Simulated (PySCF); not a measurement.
Structure from NMR data

An unknown has the formula C$_{2}$H$_{12}$O$_{2}$Si$_{4}$. Its calculated NMR data are:

¹H NMR (400 MHz, computed): δ 10.05 (t, 1H), 3.85 (d, 2H), 3.68 (s, 9H).

¹³C{¹H} NMR (computed): δ 212.0, 73.8.

How the numbers were obtained: PBE0/pcSseg-1 with gauge-including orbitals, coordinates at the GFN2-xTB level, in PySCF 2.14 (rapidly exchanging positions averaged, a single conformation, in vacuum, relativity neglected).

δ = σ(ref) − σ, references computed at the same level: TMS for ¹H (σ = 31.72 ppm), ¹³C (σ = 186.93 ppm).

Question: Which candidate is it?
A. O=CCO[Si]([SiH3])([SiH3])[SiH3]
B. C[SiH](C)O[SiH]1[SiH2]O[SiH2]1
C. [SiH3]O[Si@@H]1C[SiH2][SiH2]CO1
D. O=CC([SiH3])([SiH3])[SiH2]O[SiH3]
E. C[Si]([SiH3])([SiH3])[SiH2]OC=O
F. CC(=O)O[Si@H]([SiH3])[SiH2][SiH3]

Answer: A. 

The formula gives 1 degree of unsaturation (no ring in the answer). 2 carbon signals for 2 carbons: no two carbons are equivalent. Carbon types of the structure: 1 × CH, 1 × CH2, leaving 9 H on heteroatoms. δC 212.0: aldehyde carbonyl carbon; the double bond to the heteroatom, with no lone-pair donor beside it, deshields it most. δC 73.8: sp3 CH2 bonded to O, α to a carbonyl; pulled downfield by the heteroatom. δH 10.05: hydrogen on an aldehyde carbonyl carbon; deshielded by the polar, anisotropic C=O bond. δH 3.85: hydrogen on an sp3 CH2 bonded to O, α to a carbonyl; its carbon carries O, hence the downfield position. δH 3.68: hydrogen on a silicon bonded to Si.

The others: O=CC([SiH3])([SiH3])[SiH2]O[SiH3] would give 4 signals for carbon-bound and other non-exchanging H, not 3; C[SiH](C)O[SiH]1[SiH2]O[SiH2]1 would give 1 carbon signal, not 2; C[Si]([SiH3])([SiH3])[SiH2]OC=O would give 4 signals for carbon-bound and other non-exchanging H, not 3; CC(=O)O[Si@H]([SiH3])[SiH2][SiH3] would give 6 signals for carbon-bound and other non-exchanging H, not 3; [SiH3]O[Si@@H]1C[SiH2][SiH2]CO1 would give 10 signals for carbon-bound and other non-exchanging H, not 3.

Shifts are as computed. Against solution values, carbons near 30 ppm lie about +3 ppm off and those near 130 ppm about +5 ppm. Of 1211 compounds with measured shifts, 218 miss one by over three times the rms of a fit or turn the order of signals round; such compounds aren't used in these exercises. No couplings were computed; multiplicities are counted from neighbouring protons, with m where these are inequivalent, close in shift, in a saturated or five-membered ring or joined by F or P, and br s for small geminal =CH2 splittings.
